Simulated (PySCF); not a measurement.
Structure elucidation problem

Molecular formula: C5H6FNSi. Simulated spectra:

¹H NMR (400 MHz, computed): δ 2.06 (s, 3H), 1.75 (s, 1H), 0.81 (br s, 2H).

¹³C{¹H} NMR (computed): δ 108.9 (C), 98.2 (CH), 88.8 (C), 86.2 (C), 5.6 (CH3).

- σ from GIAO-PBE0/pcSseg-1
- GFN2-xTB geometry
- run in PySCF
- in vacuum, no relativistic terms, fast rotation and ring inversion assumed for equivalent nuclei, single conformer

Scale: TMS for ¹H (31.72 ppm), ¹³C (186.93 ppm) (reference shieldings calculated alike).

Q: Which of these isomers gave the spectra?
A. C=C(/C=C\C#N)[SiH2]F
B. Fc1ccc([SiH3])nc1
C. N#CC1=C(F)C[C@H]1[SiH3]
D. C=C(/C=C/C#N)[SiH2]F
E. N#CC(/C=C\F)=C/[SiH3]
F. C#C[Si@](N)(F)C#CC

A: F. 

The formula gives 4 degrees of unsaturation (no ring in the answer). 5 carbon signals for 5 carbons: no two carbons are equivalent. Carbon types of the structure: 3 × C, 1 × CH, 1 × CH3, leaving 2 H on heteroatoms. δC 108.9, 88.8, 86.2: alkyne carbon. δC 98.2: terminal alkyne carbon; sp carbons lie upfield of alkene carbons because the cylindrical π system leaves one tensor component strongly shielded. δC 5.6: propargylic methyl carbon; aliphatic region, no heteroatom directly attached. δH 1.75: hydrogen on a terminal alkyne carbon; it lies on the axis of the triple bond, in its shielding cone. δH 0.81: hydrogen on a nitrogen bonded to Si; exchangeable, gas-phase position.

The others: C=C(/C=C\C#N)[SiH2]F would give 5 signals for carbon-bound and other non-exchanging H, not 2; Fc1ccc([SiH3])nc1 would give 4 signals for carbon-bound and other non-exchanging H, not 2; C=C(/C=C/C#N)[SiH2]F would give 5 signals for carbon-bound and other non-exchanging H, not 2; N#CC1=C(F)C[C@H]1[SiH3] would give 4 signals for carbon-bound and other non-exchanging H, not 2; N#CC(/C=C\F)=C/[SiH3] would give 4 signals for carbon-bound and other non-exchanging H, not 2.

The OH or NH signal is concentration- and solvent-dependent in practice; the value given is the gas-phase one. Splittings by ¹⁹F in the carbon and heteronuclear signals aren't shown, as no couplings were computed. Shifts are as computed. Against solution values, carbons near 30 ppm lie about +3 ppm off and those near 130 ppm about +5 ppm. Of 1309 compounds with measured shifts, 239 miss one by over three times the rms of a fit or turn the order of signals round; such compounds aren't used in these exercises. No couplings were computed; multiplicities are counted from neighbouring protons, with m where these are inequivalent, close in shift, in a saturated or five-membered ring or joined by F or P, and br s for small geminal =CH2 splittings.
